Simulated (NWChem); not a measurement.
System meant: C3H6BF; SMILES FB(C=C)C

The following NWChem deck was run.

```
start job
memory heap 200 mb stack 900 mb global 1100 mb
geometry units angstroms noautoz
  B     -0.070630     0.483150    -0.123413
  F     -0.928091     1.512431    -0.298728
  C      1.460857     0.832201    -0.054697
  H      2.134143    -0.033713     0.088842
  H      1.641457     1.554849     0.770430
  H      1.765008     1.360220    -0.984375
  C     -0.709275    -0.937623    -0.009300
  C      0.007861    -2.069709     0.167972
  H     -1.810029    -1.027324    -0.076283
  H     -0.460354    -3.066178     0.246350
  H      1.109081    -2.047616     0.243082
end
basis spherical
  B library def2-svp
  F library def2-svp
  C library def2-svp
  H library def2-svp
end
dft
  odft
  mult 2
  xc xpbe96 cpbe96
  iterations 150
  mulliken
end
task dft energy
```

End of the output:

```
 Summary of "ao basis" -> "" (spherical)
 ------------------------------------------------------------------------------
       Tag                 Description            Shells   Functions and Types
 ---------------- ------------------------------  ------  ---------------------
 B                          def2-svp                 6       14   3s2p1d
 F                          def2-svp                 6       14   3s2p1d
 C                          def2-svp                 6       14   3s2p1d
 H                          def2-svp                 3        5   2s1p

  pbe96 is a nonlocal functional; adding pw91lda local functional.

                                 NWChem DFT Module
                                 -----------------

 Summary of "ao basis" -> "ao basis" (spherical)
 ------------------------------------------------------------------------------
       Tag                 Description            Shells   Functions and Types
 ---------------- ------------------------------  ------  ---------------------
 B                          def2-svp                 6       14   3s2p1d
 F                          def2-svp                 6       14   3s2p1d
 C                          def2-svp                 6       14   3s2p1d
 H                          def2-svp                 3        5   2s1p

      Symmetry analysis of basis
      --------------------------

        a'         71
        a"         29

  number of electrons :                   38
  multiplicity        :                    2
 ------------------------------------------------------------------------
  no. of electrons and multiplicity not compatible                  38
 ------------------------------------------------------------------------
 ------------------------------------------------------------------------
  current input line :
    29: task dft energy
 ------------------------------------------------------------------------
 ------------------------------------------------------------------------
 There is an error in the input file
 ------------------------------------------------------------------------
 For more information see the NWChem manual at https://nwchemgit.github.io

0: no. of electrons and multiplicity not compatible:Received an Error in Communication
```

Task: Can this run be used? If not, why, and what is the fix?

Result: The input was rejected before any calculation. Cause: the multiplicity doesn't fit the number of electrons (an even count wants an odd multiplicity, and the reverse). This input runs:
```
start job
memory heap 200 mb stack 900 mb global 1100 mb
geometry units angstroms noautoz
  B     -0.070630     0.483150    -0.123413
  F     -0.928091     1.512431    -0.298728
  C      1.460857     0.832201    -0.054697
  H      2.134143    -0.033713     0.088842
  H      1.641457     1.554849     0.770430
  H      1.765008     1.360220    -0.984375
  C     -0.709275    -0.937623    -0.009300
  C      0.007861    -2.069709     0.167972
  H     -1.810029    -1.027324    -0.076283
  H     -0.460354    -3.066178     0.246350
  H      1.109081    -2.047616     0.243082
end
basis spherical
  * library def2-svp
end
dft
  xc xpbe96 cpbe96
  iterations 150
  mulliken
end
task dft energy
```
It converges to -242.18572 Ha (PBE/def2-SVP).
